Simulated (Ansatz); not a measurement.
Program: Ansatz. Geometries: PBE0-D4/def2-TZVP. ΔE: electronic, gas phase. CCSD(T)/CBS is the MP2 limit (def2-TZVPP, def2-QZVPP) plus CCSD(T) − MP2 in def2-TZVPP, frozen cores. Double bonds are as drawn, so ΔE can hold a change between cis and trans. DFT in def2-TZVPP. B3LYP here is the variant with VWN-RPA as its local correlation; programs differ in this. For Ge outer-core shells are correlated without core-valence functions, which leaves a few kJ/mol of doubt a bond. Scalar relativity is left out up to krypton. One conformer a species, not always the lowest.

Reaction (redistribution): `C/N=C\[SiH2]S` + `[SiH3][O][GeH3]` → `[SiH3]O[SiH2]S` + `C/N=[CH]\[GeH3]`

| level | ΔE (kcal/mol) | difference from CCSD(T)/CBS |
| --- | --- | --- |
| r2SCAN-D4 | -17.9 | 0.5 |
| PBE0-D4 | -17.2 | 1.2 |
| ωB97X-V | -17.1 | 1.3 |
| B2PLYP | -17.8 | 0.6 |
| PBE | -16.8 | 1.6 |
| PBE0 | -17.3 | 1.1 |
| B3LYP | -17.8 | 0.6 |
| HF/def2-TZVPP | -17.6 | 0.8 |
| MP2/def2-TZVPP | -18.0 | 0.4 |
| SCS-MP2/def2-TZVPP | -17.4 | 1.0 |
| CCSD/def2-TZVPP | -18.0 | 0.4 |
| CCSD(T)/def2-TZVPP | -17.7 | 0.7 |
| MP2/def2-QZVPP | -18.4 | 0.0 |
| SCS-MP2/def2-QZVPP | -17.7 | 0.7 |
| HF/CBS(def2) | -17.6 | 0.8 |
| CCSD/CBS(def2) | -18.7 | -0.3 |
| CCSD(T)/CBS | -18.4 | 0 |

Largest T1 diagnostic among the species: 0.012.
